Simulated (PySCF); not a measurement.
A structure optimised at PBE-D3(BJ)/def2-SVP, used in a PySCF frequency run:

```xyz
10

C      0.5990     2.6294     0.0000
C      0.4397     1.2929     0.0000
C      1.4515     0.1607     0.0000
Se     0.0256    -1.2296     0.0000
C     -0.8642     0.5645     0.0000
O     -2.0136     0.9146     0.0000
H      1.5966     3.0957     0.0000
H     -0.2857     3.2851     0.0000
H      2.0863     0.1115     0.9062
H      2.0863     0.1115    -0.9062
```

Problem. Write its SMILES, formula and point group.

Solution. C=C1C[Se]C1=O, C4H4OSe, Cs

Problem. What are its rotational constants (standard atomic weights)?

Solution. 4.2641, 1.9456, 1.3478 GHz
